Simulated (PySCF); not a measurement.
As2BH5, SMILES [AsH2]B[AsH2]. Atoms are numbered in the order given.

```xyz
8

B      0.0000     0.0000     0.8710
As     1.7691    -0.0632    -0.0777
H      2.4574     1.0761     0.6647
H      1.4023     0.7461    -1.3156
As    -1.7691     0.0632    -0.0777
H     -2.4574    -1.0761     0.6647
H     -1.4023    -0.7461    -1.3156
H      0.0000     0.0000     2.0753
```

The structure is a stationary point at B3LYP-D3(BJ)/def2-SVP. This is a generated structure with no PubChem entry under its InChIKey; it may be hypothetical.

The numbers are results of PySCF with PBE/def2-TZVPD, not measurements.

Isolated molecule, no solvent.

- total energy: -4498.86557 hartree
- point group: C2
- highest occupied level: -6.35 eV
- lowest empty level: -2.89 eV
- orbital gap: 3.46 eV
- dipole moment: 0.05 D
- quadrupole, principal values (traceless, Buckingham form, about the centre of nuclear charge): -4.57, 1.64, 2.93 D·Å
- mean static polarisability: 89.7 bohr³ (13.29 Å³)
- polarisability, principal values: 69.8, 77.4, 121.8 bohr³
